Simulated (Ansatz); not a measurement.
Born–Oppenheimer molecular dynamics of F$_{2}$H$_{2}$SeSi$_{2}$ (7 atoms, charge 0, multiplicity 1). It starts at the highest image of a converged band, a first-order saddle point between two minima.

These are results of Ansatz, RKS PBE0/def2-SVP, not measurements.

* ensemble: NVE (velocity Verlet)
* time step: 0.5 fs
* steps asked: 200
* starting velocities drawn for: 300 K
* seed: 3013

First frame:

```xyz
7
Properties=species:S:1:pos:R:3
F 0.154 -2.282 -0.936
Si -0.829 -1.471 0.096
Se -0.806 1.344 -0.965
Si 0.623 0.364 0.580
F 2.112 0.376 -0.078
H -1.911 0.412 -0.562
H 0.718 1.189 1.818
```

Problem. How far do the bonds stretch over the last three quarters of this one trajectory? (Pairs bonded in most of those frames.)

Solution. 
```
   bond  mean (Å)  spread (Å)  shortest  longest
 F1–Si2     1.651       0.036      1.59     1.70
Si2–Si4     2.396       0.023      2.34     2.42
Se3–Si4     2.353       0.056      2.25     2.41
 Se3–H6     1.500       0.023      1.48     1.56
 Si4–F5     1.632       0.011      1.61     1.65
 Si4–H7     1.495       0.006      1.48     1.51
```

Mean temperature of the second half: 376 K. The conserved energy stayed within 0.022 meV per atom of its start (net change 0.0023 meV per atom), so the integration is sound. A run of 0.1 ps of so small a system gives no equilibrium averages. The orbitals stay closed-shell, which can raise the energy where a bond breaks towards radicals; this wasn't checked here.

Run time: 3.3 min on 2 threads of AMD EPYC 9R45 96-Core Processor (Zen 5), on a shared host, peak memory 0.27 GiB.
